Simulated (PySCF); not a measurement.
**Correlation energy of Ar+ (argon, charge +1)**

[Ne] 3s2 3p5, 2P determinant. Calculation: PySCF 2.14, in cc-pVTZ-DK; the spin-free X2C one-electron Hamiltonian (Gaussian nucleus). Frozen: [Ne]; 7 electrons correlated.

MP2 pair energies summed by pair of shells (mhartree):

```csv
pair,energy,share (%)
3p-3p,-104.17,63.0
3s-3p,-51.95,31.4
3s-3s,-9.29,5.6
```

Total MP2 correlation energy: -165.41 mhartree.

Same-spin part -38.20 and opposite-spin part -127.21 mhartree; SCS-MP2 scales them by 1/3 and 6/5 to -165.38 mhartree.

```json
{"level": "CCSD", "correlation energy (mhartree)": "-189.32"}
{"level": "(T)", "correlation energy (mhartree)": "-5.00"}
{"level": "CCSD(T)", "correlation energy (mhartree)": "-194.32"}
```

Diagnostics: T1 = 0.0061, D1 = 0.0207, largest double amplitude 0.052.

Cost of the coupled-cluster step: 0.42 s of wall time on 1 thread of Neoverse-V1 (shared host), for 7 correlated electrons.
